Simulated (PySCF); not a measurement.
# Excitation energy of Zn²⁺ by level of theory

Zn²⁺ [Ar] 3d10 (1S) → Zn²⁺ [Ar] 3d9 4p1 (high-spin determinant), as a difference of total energies. Computed with PySCF 2.14 in aug-cc-pVDZ-PP with ECP10MDF, with a scalar-relativistic core potential. Correlated levels: valence: 3s2 3p6 frozen. The calculations carry no spin-orbit coupling.

| method | excitation energy (eV) |
| --- | --- |
| UHF | 15.341 |
| LDA | 17.312 |
| PBE | 16.717 |
| PBE0 | 16.622 |
| r2SCAN | 16.318 |
| BHandHLYP | 16.338 |
| PBEsol | 16.913 |
| wB97M-V | 16.677 |
| MP2 (valence) | 17.717 |

Problem. Estimate what LC-wPBE gives.

Solution. 17.072 eV, closest to PBEsol among the rows shown.

Problem. Estimate what SCS-MP2 (valence) gives.

Solution. 17.494 eV, closest to LDA among the rows shown.

The determinant of the upper state mixes LS terms, which raises its energy above the lowest term, most at the Hartree-Fock and MP2 levels.
